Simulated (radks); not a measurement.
Values are calculated unless marked as measured or tabulated.
Ionisation of neutral palladium, [Kr] 4d10, to Pd+, [Kr] 4d9, under several functionals. Scalar-relativistic Kohn-Sham, spin-unpolarised, spherical densities, finite nucleus; a radial shooting solver on a logarithmic mesh with Libxc functionals.

functional            E(Pd) (hartree)  Exc (hartree)  IE (eV)  -e(HOMO) (eV)  <r> HOMO (bohr)  IE error (eV)
exchange-only r2SCAN      -5044.07736     -141.98069    8.129          3.102            1.590         -0.208
MS2 meta-GGA              -5045.73013     -143.75862    9.050          3.980            1.587         +0.713
SCAN                      -5046.85995     -144.82390    9.164          4.063            1.579         +0.827

NIST Atomic Spectra Database: 8.337 eV (measured). Closest: exchange-only r2SCAN. The Delta-SCF values span 1.04 eV, the total energies 2.78 hartree. The highest occupied level is 4d. Spin polarisation and multiplet splitting are left out, so open shells lie too high by an amount that depends on their filling.

Beside tabulated values, note that spin-unpolarised runs miss the spin-polarisation part of the exchange energy of open shells.
